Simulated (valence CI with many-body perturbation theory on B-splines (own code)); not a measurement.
## E1 transitions of F2+

Method: configuration interaction combined with many-body perturbation theory (CI+MBPT): five valence electrons over a frozen Dirac-Fock core [He], radial functions for each j: 9 s, 9 p, 8 d, 6 f, 3 g, 1 h, with the one-electron correlation potential Σ1 (screened to all orders), the two-electron term Σ2, the three-electron term Σ3, Breit, model QED; selected single and double excitations, second order for the rest, scaled by the run's own slope (own B-spline code, finite nucleus).

Set against measurement, 49 paired levels are off by 116 cm⁻¹ on average, the worst by 421. These come from a selection out of Moore, Atomic Energy Levels, vol. I, NSRDS-NBS 35 (1971 reprint of NBS Circular 467, 1949), an old analysis. Levels without a partner in it may be off by more. Among the levels kept, up to 1600 cm⁻¹ of a level comes from second order outside the variational space, and about a tenth of that is noise between levels of different J, which matters for small intervals.

Lines 1 to 50 of 275 in falling wavelength, among levels below 405748 cm⁻¹, chosen from the strongest by gf and those to the six lowest levels. Wavelengths and rates use the calculated energies, so an error of 100 cm⁻¹ moves a line at 9172 Å by 0.92 % and its rate by three times that or more. Electric multipoles are in the length gauge, E1 and E2 with the static RPA response of the core. Weak lines are less certain than strong ones. Lines between different terms over intervals too small for the method are left out, as are lines whose strength nearly cancels. Where a level lies close to another of its J and parity, the split of strength between their lines is uncertain. The highest levels of a list are the least certain.

Letters in brackets count levels of one name in rising energy.

| λ vac (Å) | λ from measured levels | Upper | Lower | A (s⁻¹) | S (a.u.) with core polarisation | S without |
| --- | --- | --- | --- | --- | --- | --- |
| 9270 |  | 2s2.2p2.3d 2D_5/2 | 2s2.2p2.3p 2P°_3/2 [b] | 9.66e+05 | 2.28e+00 | 2.28e+00 |
| 9258 |  | 2s2.2p2.3d 2D_3/2 | 2s2.2p2.3p 2P°_1/2 [b] | 8.13e+05 | 1.27e+00 | 1.27e+00 |
| 9172 | 9127 | 2s2.2p2.3d 2F_5/2 | 2s2.2p2.3p 2D°_3/2 [b] | 6.78e+05 | 1.55e+00 | 1.55e+00 |
| 8835 | 8785 | 2s2.2p2.3d 2F_7/2 | 2s2.2p2.3p 2D°_5/2 [b] | 8.27e+05 | 2.25e+00 | 2.25e+00 |
| 8449 | 8361 | 2s2.2p2.3p 2D°_3/2 [a] | 2s2.2p2.3s 2D_3/2 | 8.12e+05 | 9.66e-01 | 9.66e-01 |
| 8175 | 8095 | 2s2.2p2.3p 2D°_5/2 [a] | 2s2.2p2.3s 2D_5/2 | 9.69e+05 | 1.57e+00 | 1.57e+00 |
| 7360 |  | 2s.2p3.3s 4S°_3/2 | 2s2.2p2.3d 4P_3/2 | 1.07e+06 | 8.44e-01 | 8.44e-01 |
| 7286 |  | 2s.2p3.3s 4S°_3/2 | 2s2.2p2.3d 4P_5/2 | 1.61e+06 | 1.23e+00 | 1.23e+00 |
| 6634 | 6604 | 2s2.2p2.3d 2D_5/2 | 2s2.2p2.3p 2D°_5/2 [b] | 1.07e+06 | 9.22e-01 | 9.22e-01 |
| 6132 |  | 2s2.2p2.3p 2P°_3/2 [a] | 2s2.2p2.3s 2D_5/2 | 1.73e+06 | 7.88e-01 | 7.88e-01 |
| 5129 | 5111 | 2s2.2p2.3p 2S°_1/2 | 2s2.2p2.3s 2P_3/2 | 2.58e+07 | 3.43e+00 | 3.43e+00 |
| 5028 | 5013 | 2s2.2p2.3p 2S°_1/2 | 2s2.2p2.3s 2P_1/2 | 1.45e+07 | 1.82e+00 | 1.82e+00 |
| 3437 |  | 2s2.2p2.3d 2P_3/2 | 2s2.2p2.3p 2P°_3/2 [a] | 6.09e+07 | 4.88e+00 | 4.88e+00 |
| 3426 |  | 2s2.2p2.3d 2P_3/2 | 2s2.2p2.3p 2P°_1/2 [a] | 1.44e+07 | 1.14e+00 | 1.14e+00 |
| 3413 |  | 2s2.2p2.3d 2P_1/2 | 2s2.2p2.3p 2P°_3/2 [a] | 2.15e+07 | 8.45e-01 | 8.45e-01 |
| 3402 |  | 2s2.2p2.3d 2P_1/2 | 2s2.2p2.3p 2P°_1/2 [a] | 4.52e+07 | 1.76e+00 | 1.76e+00 |
| 3359 |  | 2s2.2p2.3d 4D_1/2 | 2s2.2p2.3p 2P°_1/2 [a] | 1.26e+07 | 4.72e-01 | 4.72e-01 |
| 3214 | 3215 | 2s2.2p2.3p 2D°_3/2 [a] | 2s2.2p2.3s 2P_3/2 | 2.23e+07 | 1.46e+00 | 1.46e+00 |
| 3174 | 3175 | 2s2.2p2.3p 2D°_5/2 [a] | 2s2.2p2.3s 2P_3/2 | 1.39e+08 | 1.32e+01 | 1.32e+01 |
| 3174 | 3176 | 2s2.2p2.3p 2D°_3/2 [a] | 2s2.2p2.3s 2P_1/2 | 1.16e+08 | 7.35e+00 | 7.35e+00 |
| 3165 | 3167 | 2s2.2p2.3p 4D°_3/2 | 2s2.2p2.3s 4P_5/2 | 5.50e+06 | 3.44e-01 | 3.45e-01 |
| 3146 | 3148 | 2s2.2p2.3p 4D°_5/2 | 2s2.2p2.3s 4P_5/2 | 3.84e+07 | 3.54e+00 | 3.54e+00 |
| 3146 | 3146 | 2s2.2p2.3p 4D°_1/2 | 2s2.2p2.3s 4P_3/2 | 2.21e+07 | 6.78e-01 | 6.78e-01 |
| 3133 | 3135 | 2s2.2p2.3p 4D°_3/2 | 2s2.2p2.3s 4P_3/2 | 7.67e+07 | 4.66e+00 | 4.66e+00 |
| 3123 | 3126 | 2s2.2p2.3p 4D°_1/2 | 2s2.2p2.3s 4P_1/2 | 1.30e+08 | 3.92e+00 | 3.92e+00 |
| 3121 | 3122 | 2s2.2p2.3p 4D°_7/2 | 2s2.2p2.3s 4P_5/2 | 1.54e+08 | 1.84e+01 | 1.84e+01 |
| 3115 | 3117 | 2s2.2p2.3p 4D°_5/2 | 2s2.2p2.3s 4P_3/2 | 1.15e+08 | 1.03e+01 | 1.03e+01 |
| 3111 | 3114 | 2s2.2p2.3p 4D°_3/2 | 2s2.2p2.3s 4P_1/2 | 7.05e+07 | 4.19e+00 | 4.19e+00 |
| 3056 | 3068 | 2s2.2p2.3d 4D_5/2 | 2s2.2p2.3p 4S°_3/2 | 7.52e+06 | 6.35e-01 | 6.35e-01 |
| 3047 | 3050 | 2s2.2p2.3p 2F°_5/2 | 2s2.2p2.3s 2D_3/2 | 1.58e+08 | 1.33e+01 | 1.33e+01 |
| 3047 | 3050 | 2s2.2p2.3p 2F°_5/2 | 2s2.2p2.3s 2D_5/2 | 9.47e+06 | 7.93e-01 | 7.93e-01 |
| 3041 | 3044 | 2s2.2p2.3p 2F°_7/2 | 2s2.2p2.3s 2D_5/2 | 1.69e+08 | 1.88e+01 | 1.88e+01 |
| 2988 | 2998 | 2s2.2p2.3d 4P_5/2 | 2s2.2p2.3p 4S°_3/2 | 1.18e+08 | 9.29e+00 | 9.29e+00 |
| 2976 | 2985 | 2s2.2p2.3d 4P_3/2 | 2s2.2p2.3p 4S°_3/2 | 1.29e+08 | 6.73e+00 | 6.73e+00 |
| 2971 | 2979 | 2s2.2p2.3d 4P_1/2 | 2s2.2p2.3p 4S°_3/2 | 1.37e+08 | 3.54e+00 | 3.54e+00 |
| 2933 | 2933 | 2s2.2p2.3p 4P°_3/2 | 2s2.2p2.3s 4P_5/2 | 7.63e+07 | 3.80e+00 | 3.80e+00 |
| 2916 | 2917 | 2s2.2p2.3p 4P°_5/2 | 2s2.2p2.3s 4P_5/2 | 1.34e+08 | 9.81e+00 | 9.81e+00 |
| 2914 |  | 2s2.2p2.3p 4P°_1/2 | 2s2.2p2.3s 4P_3/2 | 1.53e+08 | 3.74e+00 | 3.74e+00 |
| 2905 | 2906 | 2s2.2p2.3p 4P°_3/2 | 2s2.2p2.3s 4P_3/2 | 3.17e+07 | 1.54e+00 | 1.54e+00 |
| 2895 |  | 2s2.2p2.3p 4P°_1/2 | 2s2.2p2.3s 4P_1/2 | 2.67e+07 | 6.39e-01 | 6.39e-01 |
| 2889 | 2890 | 2s2.2p2.3p 4P°_5/2 | 2s2.2p2.3s 4P_3/2 | 4.67e+07 | 3.34e+00 | 3.34e+00 |
| 2886 | 2888 | 2s2.2p2.3p 4P°_3/2 | 2s2.2p2.3s 4P_1/2 | 7.23e+07 | 3.43e+00 | 3.43e+00 |
| 2868 |  | 2s2.2p2.3d 2D_3/2 | 2s2.2p2.3p 2P°_3/2 [a] | 4.07e+07 | 1.90e+00 | 1.90e+00 |
| 2861 | 2867 | 2s2.2p2.3d 2F_5/2 | 2s2.2p2.3p 2D°_5/2 [a] | 1.71e+07 | 1.18e+00 | 1.18e+00 |
| 2860 |  | 2s2.2p2.3d 2D_3/2 | 2s2.2p2.3p 2P°_1/2 [a] | 1.77e+08 | 8.19e+00 | 8.19e+00 |
| 2858 |  | 2s2.2p2.3d 2D_5/2 | 2s2.2p2.3p 2P°_3/2 [a] | 2.19e+08 | 1.51e+01 | 1.51e+01 |
| 2832 | 2836 | 2s2.2p2.3d 2F_7/2 | 2s2.2p2.3p 2D°_5/2 [a] | 2.91e+08 | 2.61e+01 | 2.61e+01 |
| 2829 | 2835 | 2s2.2p2.3d 2F_5/2 | 2s2.2p2.3p 2D°_3/2 [a] | 2.74e+08 | 1.84e+01 | 1.84e+01 |
| 2818 |  | 2s2.2p2.3p 2P°_1/2 [a] | 2s2.2p2.3s 2P_3/2 | 6.48e+07 | 1.43e+00 | 1.43e+00 |
| 2811 |  | 2s2.2p2.3p 2P°_3/2 [a] | 2s2.2p2.3s 2P_3/2 | 1.57e+08 | 6.86e+00 | 6.87e+00 |
